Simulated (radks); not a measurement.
Spherical quantum dot in the effective-mass picture: electrons in a parabolic well V = omega^2 r^2 / 2 with omega = 1.53, with a point charge +1 (a donor) at the centre, all in effective atomic units (hartree* = m*/eps^2 hartree, bohr* = eps/m* bohr), one dielectric constant everywhere. Calculated with a radial shooting solver with Libxc functionals: non-relativistic Kohn-Sham, PBE, spin-polarised, spherical densities. Levels are named by radial order and angular momentum (1s, 1p, 1d, 2s, ...), and open shells are averaged over m. Results are scaled to m* = 0.214 and eps = 16, for which hartree* = 22.75 meV and bohr* = 3.956 nm. Each electron was tried in the lowest free levels, single moves between levels near the top were tried too, and the lowest total energy was kept; such a search can miss a lower state. At N = 1 the Hartree and exchange-correlation terms need not cancel, so that row can carry a self-interaction error.

\begin{tabular}{lrrrrrrr}
N & open shells & 2S & E (meV) & mu = E(N) - E(N-1) (meV) & addition energy mu(N+1) - mu(N) (meV) & e(HOMO) (meV) & rms radius (nm) \\ \hline
1 & 1s(up 1, down 0) & 1 & 16.6035 & 16.604 & 25.59 & 26.505 & 3.294 \\
2 & none & 0 & 58.7956 & 42.192 & 58.09 & 51.220 & 3.524 \\
3 & 1p(up 1, down 0) & 1 & 159.081 & 100.29 & 13.85 & 107.10 & 4.174 \\
4 & 1p(up 2, down 0) & 2 & 273.221 & 114.14 & 14.17 & 121.22 & 4.523 \\
5 & 1p(up 3, down 0) & 3 & 401.533 & 128.31 & 18.44 & 135.38 & 4.768 \\
6 & 1p(up 3, down 1) & 2 & 548.285 & 146.75 & 12.68 & 153.00 & 4.974 \\
7 & 1p(up 3, down 2) & 1 & 707.719 & 159.43 & 12.95 & 165.90 & 5.146 \\
8 & none & 0 & 880.103 & 172.38 & 35.58 & 178.86 & 5.297 \\
9 & 2s(up 1, down 0) & 1 & 1088.07 & 207.97 & 13.41 & 213.78 & 5.519 \\
10 & none & 0 & 1309.44 & 221.37 & 14.00 & 227.10 & 5.709 \\
11 & 1d(up 1, down 0) & 1 & 1544.81 & 235.37 & 10.95 & 240.85 & 5.877 \\
12 & 1d(up 2, down 0) & 2 & 1791.13 & 246.32 & 10.90 & 251.78 & 6.026 \\
13 & 1d(up 3, down 0) & 3 & 2048.35 & 257.22 & 10.83 & 262.64 & 6.162 \\
14 & 1d(up 4, down 0) & 4 & 2316.39 & 268.04 & 10.74 & 273.43 & 6.286 \\
15 & 1d(up 5, down 0) & 5 & 2595.18 & 278.78 & 13.55 & 284.12 & 6.401 \\
16 & 1d(up 5, down 1) & 4 & 2887.51 & 292.33 & 10.19 & 297.43 & 6.512 \\
17 & 1d(up 5, down 2) & 3 & 3190.03 & 302.53 & 10.17 & 307.62 & 6.616 \\
18 & 1d(up 5, down 3) & 2 & 3502.73 & 312.70 & 10.12 & 317.77 & 6.715 \\
19 & 1d(up 5, down 4) & 1 & 3825.55 & 322.82 & 10.06 & 327.86 & 6.809 \\
20 & none & 0 & 4158.43 & 332.88 & 32.01 & 337.88 & 6.899 \\
21 & 1f(up 1, down 0) & 1 & 4523.32 & 364.89 & 9.225 & 369.51 & 7.011 \\
22 & 1f(up 2, down 0) & 2 & 4897.44 & 374.12 & 9.189 & 378.72 & 7.117 \\
23 & 1f(up 3, down 0) & 3 & 5280.75 & 383.31 & 9.146 & 387.89 & 7.217 \\
24 & 1f(up 4, down 0) & 4 & 5673.20 & 392.45 & 9.098 & 397.01 & 7.312 \\
25 & 1f(up 5, down 0) & 5 & 6074.75 & 401.55 & 9.048 & 406.08 & 7.403 \\
26 & 1f(up 6, down 0) & 6 & 6485.34 & 410.60 & 8.996 & 415.10 & 7.490 \\
27 & 1f(up 7, down 0) & 7 & 6904.94 & 419.59 & 11.45 & 424.07 & 7.573 \\
28 & 1f(up 7, down 1) & 6 & 7335.98 & 431.04 & - & 435.39 & 7.655 \\
\end{tabular}

All shells are closed at N = 2, 8, 10, 20 (there: 1s2 1p6 1d10 2s2); the second difference of the energy has clear peaks (12 % above both neighbours; the first and last values, which can be the largest, are not judged, and half-filled shells can peak too) at N = 2, 5, 8, 15, 20.
